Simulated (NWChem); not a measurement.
All runs are NWChem calculations. System: H₂ClGaS₂, charge 0, spin multiplicity 1, displaced from the optimised geometry. The structure started from a generated list of species. Level: BLYP/def2-SVP.

Job file:

```
start mol
memory heap 200 mb stack 800 mb global 1000 mb
geometry units angstroms nocenter noautoz
  Ga     0.000000     0.000000     0.007421
  Cl     0.000000     0.000000    -2.194095
  S      2.020308     0.000000     1.015029
  H      1.474493     0.000000     2.294312
  S     -2.020308     0.000000     1.015029
  H     -1.474493     0.000000     2.294312
  symmetry group C2v
end
basis spherical
  * library def2-svp
end
dft
  xc becke88 lyp
  semidirect memsize 60000000 filesize 0
  iterations 100
  convergence damp 70 ncydp 30
end
task dft gradient
```

Output (cleaned and shortened):

```
             Northwest Computational Chemistry Package (NWChem) 7.3.0
             --------------------------------------------------------

                                NWChem Input Module
                                -------------------

 Scaling coordinates for geometry "geometry" by  1.889725989
 (inverse scale =  0.529177249)

 Turning off AUTOSYM since
 SYMMETRY directive was detected!

                             Geometry "geometry" -> ""
                             -------------------------

 Output coordinates in angstroms (scale by  1.889725989 to convert to a.u.)

  No.       Tag          Charge          X              Y              Z
 ---- ---------------- ---------- -------------- -------------- --------------
    1 Ga                  31.0000     0.00000000     0.00000000     0.00742100
    2 Cl                  17.0000     0.00000000     0.00000000    -2.19409500
    3 S                   16.0000     2.02030800     0.00000000     1.01502900
    4 H                    1.0000     1.47449300     0.00000000     2.29431200
    5 S                   16.0000    -2.02030800     0.00000000     1.01502900
    6 H                    1.0000    -1.47449300     0.00000000     2.29431200

 Effective nuclear repulsion energy (a.u.)     501.4048427179

            Nuclear Dipole moment (a.u.)
            ----------------------------
        X                 Y               Z
 ---------------- ---------------- ----------------
     0.0000000000     0.0000000000    -0.0000226767

      Symmetry information
      --------------------

 Group name             C2v
 Group number             16
 Group order               4
 No. of unique centers     4

      Symmetry unique atoms

     1    2    3    4


 Summary of "ao basis" -> "" (spherical)
 ------------------------------------------------------------------------------
       Tag                 Description            Shells   Functions and Types
 ---------------- ------------------------------  ------  ---------------------
 *                          def2-svp                  on all atoms

                                 NWChem DFT Module
                                 -----------------

 Summary of "ao basis" -> "ao basis" (spherical)
 ------------------------------------------------------------------------------
       Tag                 Description            Shells   Functions and Types
 ---------------- ------------------------------  ------  ---------------------
 Ga                         def2-svp                12       32   5s4p3d
 Cl                         def2-svp                 8       18   4s3p1d
 S                          def2-svp                 8       18   4s3p1d
 H                          def2-svp                 3        5   2s1p

 Summary of "ao basis" -> "ao basis" (spherical)
 ------------------------------------------------------------------------------
       Tag                 Description            Shells   Functions and Types
 ---------------- ------------------------------  ------  ---------------------
 Ga                         def2-svp                12       32   5s4p3d
 Cl                         def2-svp                 8       18   4s3p1d
 S                          def2-svp                 8       18   4s3p1d
 H                          def2-svp                 3        5   2s1p

      Symmetry analysis of basis
      --------------------------

        a1         41
        a2         10
        b1         28
        b2         17

[...]
 Vector   43  Occ=0.000000D+00  E=-5.858352D-02  Symmetry=b2
              MO Center= -3.9D-14,  4.1D-11,  6.5D-02, r^2= 4.1D+00
   Bfn.  Coefficient  Atom+Function         Bfn.  Coefficient  Atom+Function
  ----- ------------  ---------------      ----- ------------  ---------------
    16      0.631015  1 Ga py                13      0.528481  1 Ga py
    62     -0.293747  3 S  py                85     -0.293747  5 S  py
    44     -0.243259  2 Cl py                10     -0.236748  1 Ga py
    59     -0.165420  3 S  py                82     -0.165420  5 S  py
    41     -0.145455  2 Cl py                56     -0.091197  3 S  py

 Vector   44  Occ=0.000000D+00  E=-3.800916D-02  Symmetry=a1
              MO Center= -1.3D-13, -4.9D-12,  1.7D+00, r^2= 5.6D+00
   Bfn.  Coefficient  Atom+Function         Bfn.  Coefficient  Atom+Function
  ----- ------------  ---------------      ----- ------------  ---------------
    70      0.783301  4 H  s                 93      0.783301  6 H  s
    63     -0.526544  3 S  pz                86     -0.526544  5 S  pz
    54     -0.436757  3 S  s                 77     -0.436757  5 S  s
     5      0.355025  1 Ga s                  4     -0.332852  1 Ga s
    17     -0.257707  1 Ga pz                69      0.221372  4 H  s

 center of mass
 --------------
 x =  -0.00000000 y =   0.00000000 z =  -0.07436101

 moments of inertia (a.u.)
 ------------------
         873.387379058157           0.000000000000           0.000000000000
           0.000000000000        1821.074734314964           0.000000000000
           0.000000000000           0.000000000000         947.687355256807

     Multipole analysis of the density
     ---------------------------------

     L   x y z        total         alpha         beta         nuclear
     -   - - -        -----         -----         ----         -------
     0   0 0 0     -0.000000    -41.000000    -41.000000     82.000000

     1   1 0 0     -0.000000     -0.000000     -0.000000      0.000000
     1   0 1 0     -0.000000     -0.000000     -0.000000      0.000000
     1   0 0 1      1.052791      0.526407      0.526407     -0.000023

     2   2 0 0    -44.279064   -263.116524   -263.116524    481.953984
     2   1 1 0      0.000000      0.000000      0.000000      0.000000
     2   1 0 1      0.000000      0.000000      0.000000     -0.000000
     2   0 2 0    -41.771723    -20.885862    -20.885862      0.000000
     2   0 1 1      0.000000      0.000000      0.000000      0.000000
     2   0 0 2    -38.652183   -243.120094   -243.120094    447.588005

            General Information
            -------------------
          SCF calculation type: DFT
          Wavefunction type:  closed shell.
          No. of atoms     :     6
          No. of electrons :    82
           Alpha electrons :    41
            Beta electrons :    41
          Charge           :     0
          Spin multiplicity:     1
          Use of symmetry is: on ; symmetry adaption is: on
          Maximum number of iterations: 100
          AO basis - number of functions:    96
                     number of shells:    42
          Convergence on energy requested:  1.00D-06
          Convergence on density requested:  1.00D-05
          Convergence on gradient requested:  5.00D-04

              XC Information
              --------------
                    Becke 1988 Exchange Functional  1.000
              Lee-Yang-Parr Correlation Functional  1.000

             Grid Information
             ----------------
          Grid used for XC integration:  medium
          Radial quadrature: Mura-Knowles
          Angular quadrature: Lebedev.
          Tag              B.-S. Rad. Rad. Pts. Rad. Cut. Ang. Pts.
          ---              ---------- --------- --------- ---------
          Ga                  1.30      112           9.0       590
          Cl                  1.00       88          12.0       590
          S                   1.00       88          11.0       590
          H                   0.35       45          11.0       434
          Grid pruning is: on
          Number of quadrature shells:   333
          Spatial weights used:  Erf1

          Convergence Information
          -----------------------
          Convergence aids based upon iterative change in
          total energy or number of iterations.
          Levelshifting, if invoked, occurs when the
          HOMO/LUMO gap drops below (HL_TOL):  1.00D-02
          DIIS, if invoked, will attempt to extrapolate
          using up to (NFOCK): 10 stored Fock matrices.

                    Damping(70%)  Levelshifting(0.5)       DIIS
                  --------------- ------------------- ---------------
          dE  on:    start            ASAP                start
          dE off:   30 iters        100 iters           100 iters

      Screening Tolerance Information
      -------------------------------
          Density screening/tol_rho:  1.00D-10
          AO Gaussian exp screening on grid/accAOfunc:  14
          CD Gaussian exp screening on grid/accCDfunc:  20
          XC Gaussian exp screening on grid/accXCfunc:  20
          Schwarz screening/accCoul:  1.00D-08

                            NWChem DFT Gradient Module
                            --------------------------

  charge          =   0.00
  wavefunction    = closed shell

  Using symmetry

                         DFT ENERGY GRADIENTS

    atom               coordinates                        gradient
                 x          y          z           x          y          z
   1 Ga      0.000000   0.000000   0.014024    0.000000   0.000000   0.001793
   2 Cl      0.000000   0.000000  -4.146238    0.000000   0.000000  -0.006108
   3 S       3.817829   0.000000   1.918127    0.008338   0.000000  -0.007860
   4 H       2.786388   0.000000   4.335621   -0.004314   0.000000   0.010018
   5 S      -3.817829   0.000000   1.918127   -0.008338   0.000000  -0.007860
   6 H      -2.786388   0.000000   4.335621    0.004314   0.000000   0.010018

                 ----------------------------------------
                 |  Time  |  1-e(secs)   |  2-e(secs)   |
                 ----------------------------------------
                 |  CPU   |       0.01   |       7.88   |
                 ----------------------------------------
                 |  WALL  |       0.01   |       7.88   |
                 ----------------------------------------

 Task  times  cpu:       16.6s     wall:       16.6s

 Total times  cpu:       16.6s     wall:       16.6s
```
